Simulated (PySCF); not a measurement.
Work out the structure from these simulated measurements.

Formula: C7H8F4.

| Property | Result |
| --- | --- |
| Polarisability | 78.4 au [PBE0/def2-SVPD] |
| 13C NMR | chemical shifts (computed TMS as zero) by class: 137.3 (1 C), 86.5 (1 C), 47.7 (1 C), 40.7 (1 C), 36.2 (1 C), 34.5 (1 C), 26.6 (1 C) ppm [GIAO KT2/pcSseg-2] |
| Rotational structure | rotational constants A, B, C: 1.962, 0.786, 0.675 GHz [PBE0-D3(BJ)/def2-SVP] |
| Triplet | lowest triplet excitation (Tamm–Dancoff): 7.55 eV [TDA PBE0/def2-SVPD] |
| Dipole | 3.23 D [PBE0/def2-SVPD] |
| UV, strongest line | among the 10 lowest singlet transitions: S4 at 8.34 eV (149 nm, f = 0.034) [TDDFT PBE0/def2-SVPD] |

Electronic properties: PySCF, gas phase, density fitting. Levels stand in brackets. NMR shifts are as computed; neighbouring signals can stand in another order in a measured spectrum. Geometry: PBE0-D3(BJ)/def2-SVP; no solvent, vibrations or thermal averaging. NMR classes are plain means over equivalent atoms (diastereotopic ones count apart unless rotation or inversion swaps them), as if these changed places fast.

Problem. Give a SMILES that accounts for the data.

Solution. Numbering: `[F:1][C@@H:2]1[CH2:3][C@@H:4]2[CH2:5][C@@H:6]([C:7]([F:8])([F:9])[F:10])[C@H:11]12`. Its formula, C7H8F4, gives 2 degrees of unsaturation: 2 rings and 0 π bonds in the structure found. 7 carbons fall into 7 classes; from least to most shielded: CF3 carbon [C7] (137.3 ppm), sp3 C–F carbon [C2] (86.5 ppm), sp3 carbon at a ring junction [C11] (47.7 ppm), four-membered-ring carbon [C3] (40.7 ppm), four-membered-ring carbon [C6] (36.2 ppm), four-membered-ring carbon [C5] (34.5 ppm), sp3 carbon at a ring junction [C4] (26.6 ppm). The optimised geometry has point group C1 and is an asymmetric top. Structure: `F[C@@H]1C[C@@H]2C[C@@H](C(F)(F)F)[C@@H]21`. The assignments are read from this structure; whether some other isomer fits the data as well wasn't checked. The mirror image fits equally.

Shape of the structure used: `[F:1][C@@H:2]1[CH2:3][C@@H:4]2[CH2:5][C@@H:6]([C:7]([F:8])([F:9])[F:10])[C@H:11]12`: C5–C6–C7–F8 53°.
